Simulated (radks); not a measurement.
Results of a calculation; reference values are marked as such.
Effect of the nuclear size on the germanium ion Ge+, [Ar] 3d10 4s2 4p1. Code: a radial shooting solver on a logarithmic mesh with Libxc functionals. Model: Dirac Kohn-Sham, PBE, spin-unpolarised, spherical densities, finite nucleus; open shells are shared between the two j in proportion to 2j + 1; Fermi nuclear charge, rms radius 4.0742 fm. The rms radius is varied about that value; shifts are against it.

[
 {"rms radius (fm)": "3.6546", "total energy shift (eV)": "-0.0663", "density at nucleus (e/bohr^3)": "3.195e+04", "1s1/2 shift (meV)": "-28.2", "2s1/2 shift (meV)": "-2.75", "3p1/2 shift (meV)": "0.043", "4s1/2 shift (meV)": "-0.029"},
 {"rms radius (fm)": "3.7401", "total energy shift (eV)": "-0.0534", "density at nucleus (e/bohr^3)": "3.19e+04", "1s1/2 shift (meV)": "-22.7", "2s1/2 shift (meV)": "-2.21", "3p1/2 shift (meV)": "0.035", "4s1/2 shift (meV)": "-0.023"},
 {"rms radius (fm)": "4.0742", "total energy shift (eV)": "0", "density at nucleus (e/bohr^3)": "3.173e+04", "1s1/2 shift (meV)": "0.000", "2s1/2 shift (meV)": "0.000", "3p1/2 shift (meV)": "0.000", "4s1/2 shift (meV)": "0.000"},
 {"rms radius (fm)": "4.3512", "total energy shift (eV)": "0.0475", "density at nucleus (e/bohr^3)": "3.159e+04", "1s1/2 shift (meV)": "20.2", "2s1/2 shift (meV)": "1.97", "3p1/2 shift (meV)": "-0.031", "4s1/2 shift (meV)": "0.020"},
 {"rms radius (fm)": "4.9827", "total energy shift (eV)": "0.167", "density at nucleus (e/bohr^3)": "3.132e+04", "1s1/2 shift (meV)": "70.8", "2s1/2 shift (meV)": "6.90", "3p1/2 shift (meV)": "-0.109", "4s1/2 shift (meV)": "0.072"}
]

Slopes of the eigenvalues against <r^2> in GHz/fm^2, as finite differences over the two radii next to the reference (eigenvalue slopes, not the field-shift constants of lines): 1s1/2 2090, 2s1/2 204, 3p1/2 -3.23, 4s1/2 2.12.
